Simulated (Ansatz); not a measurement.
## Ansatz (development build ahead of 0.2.0) run

```yaml
crystal:
  periodic: [false, false, false]
  atoms:
    - { symbol: Cr, position_ang: [0.0, 0.0, 0.0] }
basis:
  gaussian: { orbitals: aug-cc-pVDZ }
magnetization:
  spin_polarized: true
  initial_magnetization: 6
hamiltonian:
  xc: hf
correlation:
  method: mp2
  frozen_orbitals: { Cr: 5 }
```

The input is written out in the form of the current development build from the run's settings.

Results

```json
{"Converged": "yes", "Reference energy": "-1043.35511 hartree", "Correlation energy": "-0.26752 hartree", "Total energy": "-1043.62263 hartree", "Spin squared of the determinant": "12.000"}
```
